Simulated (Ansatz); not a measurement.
# Ligand exchange: MgBr2 + SiH(CH3)2Br → Mg(CH3)Br + SiH(CH3)Br2

Species: MgBr2 `[Br][Mg][Br]`, singlet; SiH(CH3)2Br, singlet; Mg(CH3)Br, singlet; SiH(CH3)Br2, singlet. The partners trade Br for CH3: Mg–Br and Si–CH3 bonds give way to Mg–CH3 and Si–Br.

Shapes, held fixed at every level: PBE0-D4/def2-TZVP. Programs: Ansatz 0.2.0. The zero-point and thermal change to 298 K, harmonic and unscaled (PBE0-D4/def2-TZVP), is -4.9 kJ/mol.

```json
{"level": "HF/def2-TZVPP", "kind": "Hartree–Fock", "ΔH(298 K) (kJ/mol)": "+144.5", "less CCSD(T)/def2-TZVPP": "+27.4"}
{"level": "SPW92/def2-TZVPP", "kind": "LDA", "ΔH(298 K) (kJ/mol)": "+105.9", "less CCSD(T)/def2-TZVPP": "-11.2"}
{"level": "PBE-D4/def2-TZVPP", "kind": "GGA", "ΔH(298 K) (kJ/mol)": "+107.1", "less CCSD(T)/def2-TZVPP": "-10.0"}
{"level": "wB97X-V/def2-TZVPP", "kind": "range-separated hybrid", "ΔH(298 K) (kJ/mol)": "+121.8", "less CCSD(T)/def2-TZVPP": "+4.7"}
{"level": "MP2/def2-SVP", "kind": "perturbation theory", "ΔH(298 K) (kJ/mol)": "+133.3", "less CCSD(T)/def2-TZVPP": "+16.2"}
{"level": "MP2/def2-TZVPP", "kind": "perturbation theory", "ΔH(298 K) (kJ/mol)": "+115.0", "less CCSD(T)/def2-TZVPP": "-2.1"}
{"level": "CCSD/def2-TZVPP", "kind": "coupled cluster or CI", "ΔH(298 K) (kJ/mol)": "+121.0", "less CCSD(T)/def2-TZVPP": "+3.9"}
{"level": "CCSD(T)/def2-TZVPP", "kind": "coupled cluster or CI", "ΔH(298 K) (kJ/mol)": "+117.1", "less CCSD(T)/def2-TZVPP": "0.0"}
```

The highest level, CCSD(T)/def2-TZVPP, gives ΔH(298 K) = +117.1 kJ/mol; the levels span +105.9 to +144.5. The column of differences is taken from that level and isn't an error. No measured value is set beside it here. Relativity is left out for Br unless named. Correlated rows may include outer-core shells of Br, Mg, which these sets cover unevenly.
